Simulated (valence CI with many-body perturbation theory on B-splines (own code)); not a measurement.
## Sensitivity of CI+MBPT for Pd25+

Calculated by relativistic CI+MBPT: three valence electrons over a frozen Dirac-Fock core [Ar], radial functions for each j: 6 s, 6 p, 5 d, 5 f, 1 g, with the one-electron correlation potential Σ1, the two-electron term Σ2, the three-electron term Σ3, Breit, model QED; selected CI, second order for the rest, scaled by the run's own slope (own B-spline code, finite nucleus).

No measured levels were compared; by estimate terms of the open shell hold to 2 to 4 % of their energy, and close levels can change places. Only levels of the ground parity were solved; by the run's estimate the other parity begins above the list, which can be wrong where configurations are misplaced.

The reference run has the lowest level 3d³ ⁴F_3/2 and an ionisation energy of 1290.64 eV. Its largest variational space holds 2221 state functions.

Names give the largest LS component (configuration and term), which can be under half, so a name can repeat, a term be missing and a line seem to break the LS rules; names also repeat where a configuration has a term twice. Letters in brackets count levels of one name in rising energy.

Changed runs:
A. scale of Σ2 1 → 0; scale of Σ1 1 → 0; three-electron term on → off
B. screening of Σ1 on → off; factor on the speed of light 1 → 10; QED terms on → off
C. Breit term on → off; QED terms on → off
D. correlating orbitals by l 3 3 3 3 1 → 0 0 0 0 0 (bad on purpose)

Excitation energies of the reference run in cm⁻¹, and shifts in cm⁻¹:

```
                 Level  Reference      A       B      C      D
            3d³ ⁴F_5/2      31382  -1345  -31196  +1809   -347
            3d³ ⁴F_7/2      55622  -1538  -55179  +3505   -266
            3d³ ⁴F_9/2      71157  -1052  -70389  +4468    +82
            3d³ ⁴P_3/2      74848  +2625  -17811   +919  +1035
            3d³ ⁴P_1/2      86497  +2871  -29570  +1606   +846
            3d³ ²G_7/2     114330    +44  -50907  +3687   +750
            3d³ ²H_9/2     119465  -1311          +4840   +527
            3d³ ⁴P_5/2     124549  +2475  -67315  +3034   +799
        3d³ ²D_3/2 [a]     140289  +2293          +2884  +1221
            3d³ ²P_1/2     149510  +1224  -68079  +3353  +1425
           3d³ ²H_11/2     160285  -1350  -73442  +6325  +1015
        3d³ ²D_5/2 [a]     172030  +3561  -84658  +4291  +1571
Ionisation energy (eV)    1290.64  -7.63   +1.64  +0.50  -0.13
```

A blank means that the level has no clear partner in that run.
